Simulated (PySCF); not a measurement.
# Orbital picture of PI⁺

PBEsol at R = 2.280 Å; P x2c-SVPall, I x2c-SVPall; spin-free X2C with a Gaussian nucleus (PySCF 2.14). State: ²Π (doublet), unpaired electrons π ↑. Only the outer orbitals are listed, counted within each symmetry.

```tsv
spin	orbital	occ.	ε (eV)	on P (%)	main shells (%)
α	13σ	1	-25.93	23	74 I s, 18 P s
α	14σ	1	-21.13	66	67 P s, 23 I s, 10 I p
α	15σ	1	-15.47	50	48 I p, 36 P p, 13 P s
α	7π	1	-14.74	29	70 I p, 28 P p
α	7π	1	-14.60	32	67 I p, 32 P p
α	8π	1	-11.86	66	66 P p, 32 I p
α	8π	0	-11.86	69	70 P p, 29 I p
α	16σ	0	-8.35	55	53 P p, 39 I p
α	17σ	0	-2.05	49	34 P s, 32 I s, 19 I d
β	13σ	1	-25.77	19	78 I s, 14 P s
β	14σ	1	-20.53	66	66 P s, 20 I s, 13 I p
β	15σ	1	-15.16	52	47 I p, 34 P p, 16 P s
β	7π	1	-14.64	23	76 I p, 22 P p
β	7π	1	-14.12	18	81 I p, 17 P p
β	8π	0	-11.49	75	75 P p, 23 I p
β	8π	0	-10.64	79	80 P p, 18 I p
β	16σ	0	-8.06	56	54 P p, 36 I p
```

Task: Which are the highest filled and the lowest empty level, where do they sit, and how wide is the gap?

Result: Highest filled α 8π at -11.86 eV (in %: 66 P p, 32 I p); lowest empty α 8π at -11.86 eV (in %: 70 P p, 29 I p); the gap at PBEsol is 0.00 eV. Both belong to one degenerate shell, split only by its one-sided filling, so this is no excitation gap.

The bond order (Mayer) is 2.04 and the ⟨S²⟩ is 0.757. The charge on P (Mulliken, basis-dependent) is 0.55 and the charge on P (Löwdin, basis-dependent) is 0.46. The dipole moment (positive dipole points towards I; it is taken about the centre of mass and depends on that origin) is -2.66 D.

Spin–orbit coupling is left out. The state is the lowest determinant that a PBE0 search found; another state may lie lower at other levels.
